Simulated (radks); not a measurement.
All-electron atom: Au31+ in [Kr] 4d10 4f2. Calculated with a radial shooting solver on a logarithmic mesh with Libxc functionals: Dirac Kohn-Sham, PBE, spin-unpolarised, spherical densities, finite nucleus; open shells fill j = l - 1/2 first; Fermi nuclear charge, rms radius 5.4371 fm.

Radial electron density D(r) = 4 pi r^2 rho(r):

r (bohr),D(r) (e/bohr)
0.001319,15.91
0.001487,18.85
0.001676,22.26
0.001905,26.48
0.002148,31.00
0.002422,36.12
0.002731,41.86
0.003079,48.20
0.003472,55.11
0.003946,63.04
0.004449,70.85
0.005016,78.85
0.005656,86.78
0.006377,94.35
0.00719,101.2
0.008171,107.3
0.009213,111.5
0.01039,114.0
0.01171,114.5
0.01321,113.2
0.01501,110.2
0.01692,106.7
0.01908,103.4
0.02151,101.5
0.02426,102.0
0.02735,105.8
0.03108,113.6
0.03505,123.5
0.03951,134.0
0.04455,142.7
0.05023,147.3
0.05664,146.2
0.06437,139.0
0.07258,129.3
0.08183,120.7
0.09226,117.0
0.104,120.0
0.1182,128.2
0.1333,134.9
0.1503,134.2
0.1695,122.6
0.1911,102.3
0.2154,80.18
0.2448,63.86
0.2761,59.77
0.3113,63.84
0.3509,68.64
0.3957,67.11
0.4461,56.94
0.5071,40.02
0.5717,24.08
0.6446,12.07
0.7268,4.986
0.8195,1.670
0.9239,0.4440
1.05,0.08155
1.184,0.01245
1.335,0.001396

D(r) has 4 maxima, at r = 0.0114, 0.0523, 0.141, 0.365 bohr, and minima at 0.0224, 0.0930, 0.272 bohr, inside which lie 2.03, 11.14, 29.35 electrons.
